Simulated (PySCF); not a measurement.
C₄H₄ClF, SMILES CC(Cl)=C=CF. Coordinates come from a B3LYP-D3(BJ)/def2-SVP optimisation. This is a generated structure with no PubChem entry under its InChIKey; it may be hypothetical.

Level of theory: B3LYP-D3(BJ)/def2-SVP run with PySCF.

Harmonic wavenumbers (cm⁻¹): 109, 131, 194, 286, 309, 431, 497, 576, 673, 849, 925, 1041, 1093, 1116, 1270, 1388, 1435, 1443, 1482, 2086, 3036, 3113, 3148, 3172. Rotational constants (GHz): 5.215, 1.399, 1.164; symmetry number 1.

Task: Work out the zero-point energy and the ideal-gas rigid-rotor harmonic-oscillator thermochemistry at 298.15 K and 1 atm.

Result: ZPE = ½ Σ hcν = ½ × 29803 cm⁻¹ = 42.61 kcal/mol. H − E(el) = 47.39 kcal/mol. Entropy in cal/(mol K): translation 39.91, rotation 28.03, vibration 14.21, total 82.14. G − E(el) = 22.90 kcal/mol. Cp = 24.11 cal/(mol K). Modes under 150 cm⁻¹ make the vibrational entropy uncertain.
